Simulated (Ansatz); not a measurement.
`C[Se][AlH][BH]S` and `C[Se][AlH2]` differ in one atom or group.

Ansatz, PBE0-D4/def2-TZVP geometries, multiplicity 1. Each molecule was computed in one conformer, which needn't be the lowest.

Scalar relativity is left out up to krypton.

```tsv
property	`C[Se][AlH][BH]S`
HOMO energy (ωB97M-V/def2-TZVPP) / eV	-8.96
size of the dipole moment (B3LYP/def2-TZVPP) / D	1.50
size of the dipole moment (ωB97M-V/def2-TZVPP) / D	1.49
HOMO–LUMO gap (PBE0/def2-TZVPP) / eV	4.72
HOMO–LUMO gap (B3LYP/def2-TZVPP) / eV	4.36
LUMO energy (PBE0/def2-TZVPP) / eV	-2.14
```

Question: Give the same properties after the change, and the shifts. (Estimate.)

Answer: Computed: 
```tsv
property	`C[Se][AlH2]`	shift
HOMO energy (ωB97M-V/def2-TZVPP) / eV	-9.03	-0.07
size of the dipole moment (B3LYP/def2-TZVPP) / D	1.33	-0.17
size of the dipole moment (ωB97M-V/def2-TZVPP) / D	1.33	-0.16
HOMO–LUMO gap (PBE0/def2-TZVPP) / eV	5.57	0.85
HOMO–LUMO gap (B3LYP/def2-TZVPP) / eV	5.16	0.80
LUMO energy (PBE0/def2-TZVPP) / eV	-1.36	0.78
```

With PBE0 the HOMO falls by 0.06 eV and the LUMO rises by 0.78 eV, so the gap widens by about 0.84 eV. PBE moves the HOMO by -0.06 eV and ωB97M-V by -0.07 eV. Dipoles are sizes alone; their direction can turn.

B3LYP here is the variant with VWN-RPA as its local correlation; programs differ in this.

Spin–orbit coupling is left out; it splits and shifts lone-pair levels of the heavy atoms by tenths of an eV.
